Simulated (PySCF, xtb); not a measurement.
BiH2F, SMILES [F][BiH2].

GFN2-xTB in xtb at its own geometry gives an orbital gap of 5.88 eV and a dipole moment of 5.21 D.

Geometry optimised at B3LYP-D3(BJ)/def2-TZVP. The def2 effective core potentials stand for the cores of Bi; spin–orbit coupling is left out.

Question: What does HF/def2-TZVPD (PySCF) give? (An estimate is asked for; the answer gives what the named calculation found.)

Answer: gap 11.53 eV (levels -10.63 and 0.90 eV), dipole 3.89 D.
